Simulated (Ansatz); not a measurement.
Calculated with Ansatz (gas phase, PBE0-D4/def2-TZVP geometries, no zero-point term in ΔE). CCSD(T)/CBS adds triple-zeta CCSD(T) − MP2 to the extrapolated MP2 energy (def2 sets, frozen cores). For Ga outer-core shells are correlated without core-valence functions, which leaves a few kJ/mol of doubt a bond. Scalar relativity is left out up to krypton. Each species was taken in one conformer, which may not be the lowest.

Consider the substitution at a C–C bond: `CC[Si]Cl` + `[OH][Ga]([OH])[SH]` → `C[O][Ga]([OH])[SH]` + `C[Si]Cl`.

| species | HF/def2-TZVPP energy (Eh) |
| --- | --- |
| `CC[Si]Cl` | -827.13837 |
| `[OH][Ga]([OH])[SH]` | -2472.44401 |
| `C[O][Ga]([OH])[SH]` | -2511.47325 |
| `C[Si]Cl` | -788.09556 |

Work out ΔE.

ΔE = (-2511.47325) + (-788.09556) − (-827.13837) − (-2472.44401) = 0.01357 Eh = +35.6 kJ/mol. CCSD(T)/CBS gives +49.6 kJ/mol.

Largest T1 diagnostic among the species: 0.014.

In def2-TZVPP, CCSD(T) changes the Hartree–Fock value by +11.0 kJ/mol (the triples alone add +1.0 kJ/mol) and MP2 by +17.1 kJ/mol.
